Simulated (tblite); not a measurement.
Compound: C₆H₁₂Si₂.
Bonds: C1–C2 (double), C2–Si3, Si3–C4, C4–C5 (triple), C5–Si6, Si6–C7, C7–C8. Hydrogens: H9, H10 on C1; H11 on C2; H12, H13 on Si3; H14, H15 on Si6; H16, H17 on C7; H18, H19, H20 on C8.

A start from a force field or distance geometry was refined with GFN2-xTB geometry optimisation, gas phase (tblite 0.8.0). Values at the start:

```json
{"coordinate": "C1=C2", "start": "1.305 Å"}
{"coordinate": "C1–H9", "start": "1.089 Å"}
{"coordinate": "C1–H10", "start": "1.090 Å"}
{"coordinate": "C2–Si3", "start": "1.828 Å"}
{"coordinate": "C2–H11", "start": "1.108 Å"}
{"coordinate": "Si3–C4", "start": "1.831 Å"}
{"coordinate": "Si3–H12", "start": "1.477 Å"}
{"coordinate": "C4≡C5", "start": "1.228 Å"}
{"coordinate": "C5–Si6", "start": "1.819 Å"}
{"coordinate": "Si6–C7", "start": "1.860 Å"}
{"coordinate": "Si6–H14", "start": "1.487 Å"}
{"coordinate": "C7–C8", "start": "1.510 Å"}
{"coordinate": "C7–H16", "start": "1.100 Å"}
{"coordinate": "C8–H18", "start": "1.113 Å"}
{"coordinate": "C1–C2–Si3", "start": "125.9°"}
{"coordinate": "C2–Si3–C4", "start": "111.2°"}
{"coordinate": "Si3–C4–C5", "start": "178.2°"}
{"coordinate": "C4–C5–Si6", "start": "179.6°"}
{"coordinate": "C5–Si6–C7", "start": "107.5°"}
{"coordinate": "Si6–C7–C8", "start": "106.0°"}
{"coordinate": "C1–C2–Si3–C4", "start": "-33°"}
{"coordinate": "C5–Si6–C7–C8", "start": "-145°"}
```

**Question.** How do these coordinates change at the GFN2-xTB level?

**Answer.** 
```
  coordinate  GFN2-xTB (Å or °)  change
      C2–Si3              1.885  +0.057
      Si6–C7              1.905  +0.045
      C5–Si6              1.851  +0.032
      C8–H18              1.088  -0.025
      C2–H11              1.085  -0.023
      Si3–C4              1.850  +0.019
       C1=C2              1.323  +0.018
     Si6–H14              1.470  -0.017
       C4≡C5              1.211  -0.017
       C7–C8              1.524  +0.014
       C1–H9              1.079  -0.010
      C1–H10              1.080  -0.010
      C7–H16              1.092  -0.008
     Si3–H12              1.471  -0.006
   Si6–C7–C8              112.6    +6.6
   C2–Si3–C4              107.5    -3.7
   C1–C2–Si3              124.6    -1.3
   C5–Si6–C7              108.5    +1.0
   C4–C5–Si6              179.0    -0.6
   Si3–C4–C5              178.1    -0.1
C1–C2–Si3–C4                  0     +33
C5–Si6–C7–C8               -177     -32
```

The energy falls by 0.506 eV over 116 L-BFGS steps, the largest force on an atom goes from 2.40 to 0.009 eV/Å, and the atoms move by 0.493 Å rms after alignment. The bond that changes most is C2–Si3 (alkene CH carbon to SiH2 silicon), which lengthens by 0.057 Å. Bonds longer at the end by more than 0.005 Å: 6 of 19; shorter: 13. Among the dihedrals that turn most is H17–C7–C8–H20, from -97° to -58°. Rotational constants go from 3670, 438.0, 413.3 to 3677, 434.1, 404.1 MHz.

Its lowest GFN2-xTB frequency is 7i cm⁻¹, too small to tell a flat minimum from a shallow saddle. One conformer, not necessarily the lowest. 3 starts were optimised and ended at 0.00, 0.19 and 0.40 kcal/mol (GFN2-xTB); the lowest of these is shown.

The numbers are calculated, not measured.
